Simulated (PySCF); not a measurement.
Excitation energy of Cd⁺ by level of theory

Cd⁺ [Kr] 4d10 5s1 (2S) → Cd⁺ [Kr] 4d9 5s2 (2D), as a difference of total energies. Computed with PySCF 2.14 in aug-cc-pVTZ-PP with ECP28MDF (6s6p5d3f2g, 88 functions), with scalar relativity through the core potential. Correlated levels: valence: 4s2 4p6 frozen. The calculations carry no spin-orbit coupling.

| method | excitation energy (cm⁻¹) |
| --- | --- |
| UHF | 71525 |
| LDA | 67833 |
| PBE | 68193 |
| PBE0 | 70152 |
| r2SCAN | 69880 |
| B2PLYP | 69875 |
| wB97M-V | 68856 |
| r2SCAN0 | 70886 |
| PW91 | 68134 |
| MP2 (valence) | 74170 |
| SCS-MP2 (valence) | 72693 |

Errors of the correlated levels include the incompleteness of this basis and the frozen core.

Problem. Which method comes closest to the reference value, and which is furthest?

Solution. The reference is 71513 cm⁻¹ (measured; NIST levels, between the centres of gravity of the two terms). Closest: UHF (error 12.043 cm⁻¹); furthest: LDA (error -3680.1 cm⁻¹).
